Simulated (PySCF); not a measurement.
Continuum solvent and chemical shifts

Bonds (- single, = double, # triple, : aromatic): B1-N2 1.531 Å, N2#C3 1.151 Å, C3-C4 1.447 Å. B1 carries H5, H6, H7; C4 carries H8, H9, H10. Formal charges: B1 -1, N2 +1.

GIAO PBE0/pcSseg-1 in PySCF on one PBE0-D3(BJ)/def2-SVP conformer, non-relativistic, equivalent nuclei averaged. Solvents enter as an IEF-PCM continuum (tetrahydrofuran with ε = 7.4, water with ε = 78.4) around the gas-phase geometry. Shifts are referred to BF3·OEt2, TMS computed in the same medium.

Gas phase, δ in ppm: B1 -36.4, C3 113.1, C4 2.2, H8/H9/H10 2.18, H5/H6/H7 2.13. Dipole moment 7.36 D.

Q: How does each δ change in the continuum?

A: 
```csv
atoms,environment,"Δδ, tetrahydrofuran","Δδ, water"
B1,"boron bonded to N, 3 H",+0.3,+0.4
C3,nitrilium-type carbon,+9.5,+11.4
C4,methyl carbon α to a nitrile,+0.6,+0.9
H8/H9/H10,hydrogen on a methyl carbon α to a nitrile,+0.33,+0.41
H5/H6/H7,hydrogen on a boron bonded to N,-0.38,-0.45
```

Changes are relative to the gas phase. The dipole moment becomes 9.07 D in tetrahydrofuran, 9.40 D in water.

Q: Which nuclei move most (in ppm), and what does the model miss?

A: C3 (nitrilium-type carbon, +11.4 ppm) in water. A continuum only polarises the solute; specific hydrogen bonds, the anisotropy of aromatic solvents and changes of geometry or conformer are outside it.
